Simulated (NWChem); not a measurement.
Molecule: C$_{4}$H$_{5}$FO; SMILES C=COC(=C)F

```xyz
11

C      0.4522     1.8749    -0.5759
C     -0.5081     1.4500     0.2401
O     -0.8094     0.1433     0.5856
C     -0.0188    -0.8682     0.1565
C     -0.4524    -1.9268    -0.5151
F      1.2612    -0.7386     0.5470
H      1.1584     1.2116    -1.0612
H      0.5456     2.9383    -0.7638
H     -1.2093     2.1094     0.7389
H      0.2215    -2.7428    -0.7411
H     -1.4872    -1.9833    -0.8245
```
Atoms are numbered in this order, from 1.

Program: NWChem. All runs use the structure optimised with B3LYP/6-31G* (spherical d). Level: M05-2X/def2-SVP with SMD (1 M gas to 1 M solution), gas-phase geometry.

```
solvent          dielectric constant  solvation free energy (kcal/mol)  cavity-dispersion-structure term (kcal/mol)  dipole in solution (D)
---------------  -------------------  --------------------------------  -------------------------------------------  ----------------------
water                           78.4                               1.0                                          5.7                    1.37
dichloromethane                 8.93                              -3.1                                          0.7                    1.33
acetone                         20.5                              -2.9                                          1.1                    1.34
toluene                         2.37                              -2.1                                          0.2                    1.24
diethyl ether                   4.24                              -2.8                                          0.3                    1.29
chlorobenzene                   5.70                              -2.9                                          0.5                    1.31
cyclohexanone                   15.6                              -2.2                                          ___                    1.34
```

Q: What belongs in the gaps?

A: 
- cyclohexanone, cavity-dispersion-structure term (kcal/mol): 1.7
